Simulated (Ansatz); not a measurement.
Input file for Ansatz (an electronic-structure program): R-CCSD(T)/aug-cc-pV(D+d)Z on H6OSi2 (SMILES [SiH3]O[SiH3]). The basis file is the Basis Set Exchange's JSON of that set.

Ansatz 0.2 input:
```yaml
crystal:
  periodic: [false, false, false]
  atoms:
    - {symbol: O, position_ang: [-0.00353091, -0.19026163, -0.42524608]}
    - {symbol: Si, position_ang: [1.57835193, -0.04974655, -0.03034413]}
    - {symbol: H, position_ang: [1.75403897, -0.21384656, 1.43231085]}
    - {symbol: H, position_ang: [2.33672238, -1.09996018, -0.74274767]}
    - {symbol: H, position_ang: [2.08201609, 1.28335801, -0.43292307]}
    - {symbol: Si, position_ang: [-1.57883233, 0.02167834, -0.03592979]}
    - {symbol: H, position_ang: [-2.38067670, -0.99836990, -0.74455846]}
    - {symbol: H, position_ang: [-1.76576841, -0.12610517, 1.42706904]}
    - {symbol: H, position_ang: [-2.02222103, 1.37325363, -0.44763069]}
basis:
  gaussian:
    orbitals: aug-cc-pV_D+d_Z.json
magnetization: {spin_polarized: false}
correlation: {method: ccsd_t, electrons: outside_noble_gas}
scf: {lower_state_search: off}
```

It printed:

```
WARN ansatz: RAYON_NUM_THREADS=4 ignored (pool sized by the plan → 4); use --threads N
Functional definition: HF
these checks for a lower state are left out or cut short: stability, starts, cluster_reference, orbital_swaps, neighbouring_geometries, increment
integrals: 0.36 GiB planned
1413 factors; integrals over basis functions are off by at most 6.2e-4 eV
mean field: 0.54 GiB planned
mean field evaluation 1: about -17856.0889 eV, gradient 3.7e1 eV
mean field evaluation 2: about -17856.2072 eV, gradient 3.7e1 eV
mean field evaluation 4: about -17859.2542 eV, gradient 3.1e0 eV
mean field evaluation 8: about -17859.2988 eV, gradient 5.9e-2 eV
mean field -17859.29879980 eV, -656.3171254252 hartree, gradient 7.3e-7 eV, S^2 0.000000; 0 other end points of the search recorded, 0 dependent functions left out
11 core orbitals not correlated
reference -17859.29879980 eV, -656.3171254252 hartree; 10, 10 occupied and 120, 120 virtual orbitals, 1413 factors
second order -11.26557344 eV of doubles, -0.00000000 eV of singles
coupled cluster: 0.90 GiB planned
cycle   1  -12.07378834 eV  change   -8.1e-1 eV  update   9.2e-2
cycle   2  -12.48882083 eV  change   -4.2e-1 eV  update   2.7e-2
cycle   3  -12.58288583 eV  change   -9.4e-2 eV  update   1.3e-2
cycle   4  -12.57693048 eV  change    6.0e-3 eV  update   2.6e-3
cycle   5  -12.57644401 eV  change    4.9e-4 eV  update   9.0e-4
cycle   6  -12.57666275 eV  change   -2.2e-4 eV  update   2.4e-4
cycle   7  -12.57655683 eV  change    1.1e-4 eV  update   8.2e-5
cycle   8  -12.57653050 eV  change    2.6e-5 eV  update   2.5e-5
cycle   9  -12.57653750 eV  change   -7.0e-6 eV  update   1.0e-5
perturbative correction -0.31801788 eV, -0.0116869414 hartree
Total energy: -17872.19335518 eV, -656.7909915951 hartree
Checks for a lower state left out: stability, starts, cluster_reference, orbital_swaps, neighbouring_geometries, increment
```

Self-consistency was reached.

Cost: very roughly 28 core-seconds.
